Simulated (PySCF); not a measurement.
Species: C2H8Ge.
Numbering: `[CH3:1][GeH2:2][CH3:3]` (hydrogens: H4, H5, H6 on C1; H7, H8 on Ge2; H9, H10, H11 on C3)

Cartesian coordinates in Å at the PBE0-D3(BJ)/def2-SVP level; atoms count from 1:
```
atom  x, y, z in Å
C1     1.2808    1.0084   -0.3275
Ge2    0.1497   -0.5007    0.1869
C3    -1.7227   -0.1203   -0.2240
H4     2.3379    0.8012   -0.1075
H5     0.9823    1.9136    0.2219
H6     1.1828    1.2090   -1.4048
H7     0.3051   -0.7716    1.7004
H8     0.6009   -1.7687   -0.5727
H9    -2.3652   -0.9646    0.0648
H10   -2.0598    0.7748    0.3192
H11   -1.8490    0.0592   -1.3020
```

Computed with PySCF at B3LYP/def2-SVPD, non-relativistic, on one gas-phase PBE0-D3(BJ)/def2-SVP geometry that isn't relaxed in the solvent. The solvent is an IEF-PCM continuum (Bondi radii, 1.10 Å for H, scaled by 1.2), and excitations are vertical TDDFT with non-equilibrium linear response and a frozen core. Specific hydrogen bonds and non-electrostatic terms are outside this model. Spin–orbit coupling is left out although an atom past zinc is present.

Gas-phase singlets (H = HOMO, L = LUMO):

```tsv
state	E (eV)	λ (nm)	f	leading configurations
S1	7.646	162	0.028	H→L 99%
S2	7.905	157	0.001	H-1→L 99%
S3	8.023	155	0.047	H-2→L 99%
S4	8.096	153	0.037	H→L+1 97%
S5	8.230	151	0.067	H-1→L+1 91%
```

Task: How does the list change in benzene (ε = 2.271)?

Result: 
```
state  E (eV)  λ (nm)      f  leading configurations  change by rank (eV)
   S1   7.640     162  0.036                 H→L 98%               -0.006
   S2   7.920     157  0.000               H-1→L 99%               +0.015
   S3   8.009     155  0.095               H-2→L 98%               -0.014
   S4   8.053     154  0.082               H→L+1 98%               -0.043
   S5   8.201     151  0.143             H-1→L+1 95%               -0.029
```

Task: What are the lowest 5 singlets in acetone (ε = 20.49)?

Result: 
| state | E (eV) | λ (nm) | f | leading configurations | change by rank (eV) |
| --- | --- | --- | --- | --- | --- |
| S1 | 7.646 | 162 | 0.025 | H→L 98% | 0.000 |
| S2 | 7.947 | 156 | 0.001 | H-1→L 98% | +0.042 |
| S3 | 8.045 | 154 | 0.072 | H→L+1 97% | +0.022 |
| S4 | 8.069 | 154 | 0.099 | H-2→L 99% | -0.027 |
| S5 | 8.214 | 151 | 0.082 | H-1→L+1 90% | -0.016 |

Task: How do the frontier levels move from gas to acetone?

Result: 
```json
{"orbital": "LUMO+2", "gas (eV)": "0.89", "solvent (eV)": "0.95", "change (eV)": "+0.06"}
{"orbital": "LUMO+1", "gas (eV)": "0.63", "solvent (eV)": "0.74", "change (eV)": "+0.11"}
{"orbital": "LUMO", "gas (eV)": "0.26", "solvent (eV)": "0.40", "change (eV)": "+0.14"}
{"orbital": "HOMO", "gas (eV)": "-8.34", "solvent (eV)": "-8.19", "change (eV)": "+0.15"}
{"orbital": "HOMO-1", "gas (eV)": "-8.51", "solvent (eV)": "-8.42", "change (eV)": "+0.09"}
{"orbital": "HOMO-2", "gas (eV)": "-8.66", "solvent (eV)": "-8.62", "change (eV)": "+0.04"}
{"orbital": "HOMO-3", "gas (eV)": "-10.83", "solvent (eV)": "-10.63", "change (eV)": "+0.20"}
```

The HOMO–LUMO gap goes from 8.60 to 8.60 eV.

Time: 9.0 s; peak memory 0.66 GiB. Hardware: Arm Neoverse V2, one thread, shared host with 96 logical CPUs at a one-minute load of 59. This is the whole response run at B3LYP/def2-SVPD in acetone, SCF included.
